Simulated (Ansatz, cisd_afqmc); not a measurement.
Species: Ge, charge -1, quartet.

Total energies in aug-cc-pVDZ, 5 correlated electrons, 14 frozen orbitals. Open shells are spin-unrestricted; no spin-orbit coupling. Correlated methods leave the cores frozen (noble-gas shells, and filled d and f shells in the p block). No relativity. AFQMC is phaseless with a CISD trial state; ± is one standard error, without the phaseless bias. Outlying blocks are dropped, and bars are widened where a walk drifts. Over all cases where full CI ran beside it in this data, AFQMC minus full CI had a median of +0.1 mEh and passed +0.4 mEh in a tenth of the cases.

```json
[
 {"method": "HF", "program": "Ansatz", "energy (Eh)": "-2075.32517", "minus CCSDTQ (mEh)": "73.66"},
 {"method": "MP2", "program": "Ansatz", "energy (Eh)": "-2075.38092", "minus CCSDTQ (mEh)": "17.90"},
 {"method": "CCSD", "program": "Ansatz", "energy (Eh)": "-2075.39627", "minus CCSDTQ (mEh)": "2.55"},
 {"method": "CCSD(T)", "program": "Ansatz", "energy (Eh)": "-2075.39815", "minus CCSDTQ (mEh)": "0.68"},
 {"method": "CCSDT(Q)", "program": "Ansatz", "energy (Eh)": "-2075.39879", "minus CCSDTQ (mEh)": "0.03"},
 {"method": "CCSDTQ", "program": "Ansatz", "energy (Eh)": "-2075.39882", "minus CCSDTQ (mEh)": "0.00"},
 {"method": "AFQMC/CISD", "program": "cisd_afqmc", "energy (Eh)": "-2075.3985 ± 0.0001", "minus CCSDTQ (mEh)": "0.3 ± 0.1"}
]
```

Ansatz is a program for electronic structure.
